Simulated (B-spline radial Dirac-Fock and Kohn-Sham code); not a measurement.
Magnetic form factor of the 3d shell of Mn⁶⁺

System: manganese as Mn⁶⁺, configuration [Ar] 3d1, inside a Watson sphere of charge -6 and radius 2.4 Å (a model of the Madelung potential; inside it an electron's potential energy is raised by 36.0 eV).

Input file task.json (cfg lists n, l and occupation; rrms is the nuclear radius in fm):

```json
{"items": [{
  "Z": 25,
  "q": 6,
  "cfg": [[1, 0, 2], [2, 0, 2], [2, 1, 6], [3, 0, 2], [3, 1, 6], [3, 2, 1]],
  "A": 55,
  "rrms": 3.7057,
  "watson": [-6, 2.4],
  "do": ["scatter"],
  "s": [0.0, 0.05, 0.1, 0.15, 0.2, 0.25, 0.3, 0.35, 0.4, 0.45, 0.5, 0.6, 0.7, 0.8, 0.9, 1.0, 1.1, 1.2, 1.4, 1.6, 1.8, 2.0, 2.5, 3.0, 3.5, 4.0, 5.0, 6.0],
  "pz": [0, 0.1, 0.2, 0.3, 0.4, 0.5, 0.6, 0.8, 1.0, 1.2, 1.4, 1.6, 1.8, 2.0, 2.5, 3.0, 4.0, 5.0, 7.0, 10.0, 15.0, 20.0, 30.0, 40.0, 60.0, 100.0],
  "hv_scatter": [1000, 2000, 5000, 8047.8, 30000, 50000, 100000, 200000]
}]}
```

Launch: `python xray_run.py task.json out`

These are calculated numbers from a radial B-spline solver; the model is Dirac-Fock orbitals of the configuration average with a finite nucleus. ⟨j_K⟩ is the integral of the 3d radial density with the spherical Bessel function j_K(4πsr), s = sin θ/λ.

| s (Å⁻¹) | ⟨j0⟩ | ⟨j2⟩ | ⟨j4⟩ |
| --- | --- | --- | --- |
| 0 | 1.0000 | 0.0000 | 0.0000 |
| 0.05 | 0.9840 | 0.0064 | 0.0000 |
| 0.1 | 0.9377 | 0.0245 | 0.0003 |
| 0.15 | 0.8658 | 0.0518 | 0.0013 |
| 0.2 | 0.7752 | 0.0845 | 0.0038 |
| 0.25 | 0.6736 | 0.1185 | 0.0084 |
| 0.3 | 0.5687 | 0.1501 | 0.0152 |
| 0.35 | 0.4668 | 0.1764 | 0.0243 |
| 0.4 | 0.3727 | 0.1958 | 0.0350 |
| 0.45 | 0.2892 | 0.2078 | 0.0467 |
| 0.5 | 0.2178 | 0.2126 | 0.0586 |
| 0.6 | 0.1109 | 0.2044 | 0.0802 |
| 0.7 | 0.0447 | 0.1810 | 0.0954 |
| 0.8 | 0.0075 | 0.1514 | 0.1030 |
| 0.9 | -0.0110 | 0.1216 | 0.1037 |
| 1 | -0.0185 | 0.0950 | 0.0995 |
| 1.1 | -0.0202 | 0.0727 | 0.0920 |
| 1.2 | -0.0188 | 0.0548 | 0.0828 |
| 1.4 | -0.0135 | 0.0302 | 0.0637 |
| 1.6 | -0.0086 | 0.0162 | 0.0469 |

Radial moments of the shell: ⟨r²⟩ = 0.8762, ⟨r⁴⟩ = 1.430, ⟨r⁶⟩ = 3.783 in powers of bohr.
